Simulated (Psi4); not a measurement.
C2H6N (SMILES C[CH-]N), charge -1, singlet, at a GFN2-xTB geometry (a gas-phase anion, which may not be bound at this level). Base run: Psi4 with CCSD(T)/3-21G.

Psi4 was given this input:
```
memory 2 GB

molecule mol {
-1 1
C     1.173794   -0.298885   -0.030648
C    -0.000619    0.690498   -0.119470
N    -1.281756   -0.073605    0.018756
H     2.131807    0.237138    0.010824
H     1.167587   -1.007128    0.848546
H     1.205745   -0.944680   -0.924685
H     0.048015    1.289231    0.846587
H    -1.253289   -0.753268    0.806942
H    -1.366625   -0.655738   -0.818802
}

set {
  basis 3-21g
  reference rhf
}

energy('ccsd(t)')
print_variables()
```

The base run was repeated with changes; each row names its change, and settings that it needs were set with it.

| change | ΔE vs base (kcal/mol) | MP2 correlation (Eh) | basis functions |
|---|---|---|---|
| base | 0.000 | -0.29535 | 39 |
| method = mp4 | 1.93 | -0.29535 | 39 |
| puream = on | 0.000 | -0.29535 | 39 |
| method = mp3 | 12.87 | -0.29523 | 39 |
| method = lccd | 3.88 | -0.29535 | 39 |
| method = ccsd | 5.23 | -0.29535 | 39 |
| method = omp2 | 24.78 | -0.29523 | 39 |
| scf_type = pk; mp2_type = conv | 0.000 | -0.29535 | 39 |
| method = cepa(1) | 4.64 | -0.29535 | 39 |
| method = mp2 | 26.92 | -0.29523 | 39 |

A gas-phase anion may not be bound at this level; its values then depend on the basis.
